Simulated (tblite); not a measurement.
A geometry optimisation, step by step.

C₆H₁₁ClO.
SMILES with atom numbers: `[CH3:1][CH2:2][C@H:3]([CH3:4])[CH2:5][C:6](=[O:7])[Cl:8]` (hydrogens: H9, H10, H11 on C1; H12, H13 on C2; H14 on C3; H15, H16, H17 on C4; H18, H19 on C5)

Computed with GFN2-xTB (tblite), gas phase: L-BFGS steps from a force-field or distance-geometry start until the largest atomic force falls under 0.01 eV/Å. 5 of its 63 geometries are shown.

Step 0: E = -736.8008 eV, largest atomic force 2.993 eV/Å
```
atom  x, y, z in Å  |  force x, y, z in eV/Å
C1     -2.168   -0.131    0.775   -0.706   0.242   0.071
C2     -0.899   -0.655    0.141    0.643  -0.296   0.685
C3      0.231    0.396    0.039   -0.615   0.332  -0.350
C4     -0.180    1.545   -0.919    0.166  -0.005   0.615
C5      1.528   -0.243   -0.459    0.150  -0.429  -0.332
C6      2.198   -1.134    0.563   -1.301   1.192   2.319
O7      1.961   -1.061    1.763    1.037  -0.745  -2.707
Cl8     3.380   -2.191   -0.162   -0.020  -0.065   0.351
H9     -2.882   -0.951    0.929    0.219   0.189  -0.044
H10    -2.666    0.611    0.139    0.172  -0.176   0.157
H11    -1.981    0.329    1.748    0.080  -0.082  -0.156
H12    -0.548   -1.501    0.767    0.037   0.401  -0.234
H13    -1.129   -1.071   -0.829    0.001   0.017  -0.423
H14     0.399    0.836    1.025    0.029  -0.123   0.055
H15     0.634    2.269   -1.015   -0.096  -0.168  -0.025
H16    -0.427    1.157   -1.895   -0.024  -0.087  -0.221
H17    -1.045    2.089   -0.527    0.196  -0.228  -0.067
H18     1.327   -0.828   -1.375    0.155   0.236   0.278
H19     2.256    0.543   -0.715   -0.124  -0.203   0.030
```

Step 16: E = -736.9622 eV, largest atomic force 0.024 eV/Å
```
atom  x, y, z in Å  |  force x, y, z in eV/Å
C1     -2.175   -0.128    0.777    0.002  -0.005   0.003
C2     -0.890   -0.653    0.147    0.006   0.008  -0.003
C3      0.209    0.409    0.035    0.016   0.000  -0.004
C4     -0.182    1.541   -0.911   -0.008  -0.001   0.001
C5      1.509   -0.243   -0.462    0.007  -0.002   0.001
C6      2.157   -1.094    0.574   -0.016   0.003   0.017
O7      1.987   -1.108    1.744    0.000  -0.011   0.007
Cl8     3.371   -2.183   -0.143    0.009   0.001  -0.001
H9     -2.876   -0.944    0.929   -0.004  -0.009   0.004
H10    -2.655    0.612    0.141    0.008   0.000   0.001
H11    -1.966    0.327    1.742    0.004  -0.001   0.003
H12    -0.512   -1.475    0.759   -0.014  -0.001  -0.002
H13    -1.110   -1.050   -0.847   -0.002   0.004   0.004
H14     0.395    0.823    1.031   -0.002   0.004  -0.006
H15     0.632    2.255   -1.011   -0.006  -0.005  -0.004
H16    -0.423    1.148   -1.896    0.014   0.002  -0.004
H17    -1.048    2.074   -0.532   -0.012   0.007   0.002
H18     1.330   -0.833   -1.362   -0.005   0.013  -0.004
H19     2.238    0.531   -0.723    0.002  -0.009  -0.013
```

Step 31: E = -736.9630 eV, largest atomic force 0.022 eV/Å
```
atom  x, y, z in Å  |  force x, y, z in eV/Å
C1     -2.171   -0.128    0.787   -0.003   0.004   0.003
C2     -0.889   -0.646    0.147   -0.009  -0.011  -0.007
C3      0.211    0.415    0.032    0.004  -0.011   0.003
C4     -0.182    1.542   -0.918    0.003  -0.001   0.000
C5      1.508   -0.245   -0.462    0.003  -0.006   0.011
C6      2.147   -1.101    0.576    0.005   0.007   0.000
O7      1.957   -1.135    1.743   -0.006  -0.005  -0.006
Cl8     3.393   -2.163   -0.133   -0.006   0.010   0.001
H9     -2.870   -0.948    0.935    0.002   0.000   0.003
H10    -2.655    0.614    0.158   -0.002   0.008   0.002
H11    -1.960    0.320    1.754    0.006   0.000   0.006
H12    -0.509   -1.473    0.749    0.002  -0.004   0.008
H13    -1.114   -1.034   -0.850   -0.010  -0.013  -0.014
H14     0.396    0.834    1.026    0.007  -0.002   0.002
H15     0.624    2.266   -1.007    0.001   0.008  -0.007
H16    -0.405    1.147   -1.907    0.010  -0.002  -0.004
H17    -1.061    2.062   -0.550    0.000   0.010  -0.001
H18     1.321   -0.837   -1.360    0.013   0.011   0.007
H19     2.247    0.518   -0.728   -0.022  -0.002  -0.004
```

Step 46: E = -736.9640 eV, largest atomic force 0.017 eV/Å
```
atom  x, y, z in Å  |  force x, y, z in eV/Å
C1     -2.166   -0.126    0.808    0.000   0.001  -0.004
C2     -0.897   -0.645    0.140   -0.011  -0.001   0.004
C3      0.207    0.413    0.024   -0.012  -0.003   0.004
C4     -0.175    1.539   -0.933    0.004  -0.003   0.000
C5      1.506   -0.246   -0.462   -0.004  -0.006   0.001
C6      2.136   -1.106    0.577    0.004  -0.009   0.000
O7      1.902   -1.182    1.733    0.008   0.000   0.015
Cl8     3.438   -2.110   -0.115    0.004   0.007   0.001
H9     -2.868   -0.944    0.955    0.006   0.013   0.000
H10    -2.654    0.631    0.199    0.007   0.000   0.009
H11    -1.934    0.304    1.779   -0.005  -0.004  -0.013
H12    -0.514   -1.477    0.734    0.003  -0.002  -0.017
H13    -1.139   -1.024   -0.856   -0.002   0.002   0.006
H14     0.387    0.835    1.018    0.003   0.004   0.000
H15     0.625    2.273   -0.998   -0.004   0.006  -0.002
H16    -0.362    1.146   -1.930   -0.006  -0.006   0.002
H17    -1.071    2.049   -0.591    0.008  -0.005   0.001
H18     1.326   -0.840   -1.360   -0.004   0.002  -0.010
H19     2.243    0.518   -0.728    0.002   0.002   0.004
```

Step 62: E = -736.9645 eV, largest atomic force 0.007 eV/Å
```
atom  x, y, z in Å  |  force x, y, z in eV/Å
C1     -2.163   -0.121    0.818    0.002   0.000   0.003
C2     -0.906   -0.644    0.133    0.003  -0.001  -0.004
C3      0.203    0.409    0.021   -0.001   0.004  -0.001
C4     -0.174    1.532   -0.941    0.002   0.002   0.000
C5      1.506   -0.249   -0.458   -0.002   0.002  -0.002
C6      2.137   -1.109    0.581   -0.005  -0.003   0.000
O7      1.889   -1.204    1.733    0.000   0.002   0.004
Cl8     3.472   -2.073   -0.105    0.003  -0.001   0.003
H9     -2.873   -0.931    0.962   -0.003   0.000  -0.006
H10    -2.647    0.649    0.223   -0.002  -0.001   0.002
H11    -1.918    0.295    1.792    0.001   0.001   0.007
H12    -0.524   -1.488    0.710   -0.001  -0.001   0.001
H13    -1.160   -1.007   -0.866    0.001  -0.004  -0.006
H14     0.379    0.833    1.015    0.000   0.003  -0.001
H15     0.622    2.271   -1.001    0.002  -0.002   0.001
H16    -0.351    1.135   -1.939   -0.003   0.000   0.004
H17    -1.075    2.039   -0.607    0.004  -0.002   0.001
H18     1.331   -0.842   -1.358   -0.001  -0.001  -0.001
H19     2.242    0.516   -0.720   -0.001   0.002  -0.006
```

Problem. Summarise the path.

Solution. The energy falls by 15.79 kJ/mol from step 0 to step 62; nine tenths of that is first reached at step 4. It falls at every step. The largest force goes from 2.993 to 0.007 eV/Å. Among the bonds C6=O7 changes most, from 1.225 to 1.182 Å; the atoms move by 0.076 Å rms after alignment.

Problem. Follow the three bonds and two angles with the largest change from start to end.

Solution. 
| step | E above end (kJ/mol) | largest force (eV/Å) | C6=O7 (Å) | C6–Cl8 (Å) | C3–C4 (Å) | C5–C6–O7 (°) | O7–C6–Cl8 (°) |
| --- | --- | --- | --- | --- | --- | --- | --- |
| 0 | 15.79 | 2.993 | 1.225 | 1.743 | 1.551 | 122.8 | 125.1 |
| 3 | 1.71 | 0.381 | 1.186 | 1.784 | 1.531 | 127.6 | 121.1 |
| 5 | 0.61 | 0.117 | 1.182 | 1.789 | 1.527 | 129.3 | 119.0 |
| 8 | 0.32 | 0.054 | 1.183 | 1.779 | 1.527 | 129.2 | 119.1 |
| 11 | 0.27 | 0.027 | 1.183 | 1.784 | 1.526 | 129.3 | 119.2 |
| 13 | 0.25 | 0.030 | 1.183 | 1.785 | 1.526 | 129.3 | 119.2 |
| 16 | 0.22 | 0.024 | 1.183 | 1.782 | 1.526 | 129.2 | 119.3 |
| 19 | 0.21 | 0.018 | 1.183 | 1.783 | 1.526 | 129.4 | 119.2 |
| 22 | 0.20 | 0.011 | 1.183 | 1.784 | 1.526 | 129.4 | 119.2 |
| 24 | 0.19 | 0.018 | 1.183 | 1.783 | 1.526 | 129.4 | 119.3 |
| 27 | 0.18 | 0.020 | 1.183 | 1.783 | 1.527 | 129.4 | 119.2 |
| 30 | 0.15 | 0.019 | 1.183 | 1.784 | 1.526 | 129.4 | 119.2 |
| 32 | 0.14 | 0.025 | 1.183 | 1.784 | 1.526 | 129.4 | 119.2 |
| 35 | 0.12 | 0.018 | 1.183 | 1.783 | 1.526 | 129.4 | 119.2 |
| 38 | 0.10 | 0.024 | 1.182 | 1.784 | 1.526 | 129.5 | 119.2 |
| 40 | 0.09 | 0.018 | 1.183 | 1.783 | 1.526 | 129.5 | 119.2 |
| 43 | 0.06 | 0.023 | 1.183 | 1.783 | 1.526 | 129.4 | 119.3 |
| 46 | 0.05 | 0.017 | 1.182 | 1.784 | 1.526 | 129.5 | 119.2 |
| 49 | 0.03 | 0.013 | 1.183 | 1.784 | 1.526 | 129.5 | 119.2 |
| 51 | 0.03 | 0.012 | 1.183 | 1.783 | 1.526 | 129.5 | 119.2 |
| 54 | 0.02 | 0.014 | 1.182 | 1.784 | 1.526 | 129.5 | 119.2 |
| 57 | 0.01 | 0.013 | 1.182 | 1.784 | 1.526 | 129.6 | 119.2 |
| 59 | 0.01 | 0.014 | 1.182 | 1.784 | 1.527 | 129.6 | 119.2 |
| 62 | 0.00 | 0.007 | 1.182 | 1.784 | 1.527 | 129.6 | 119.2 |

The cost below is that of the whole relaxation. Time: 0.42 s. Hardware: one thread of an Arm Neoverse V1, on a shared host.
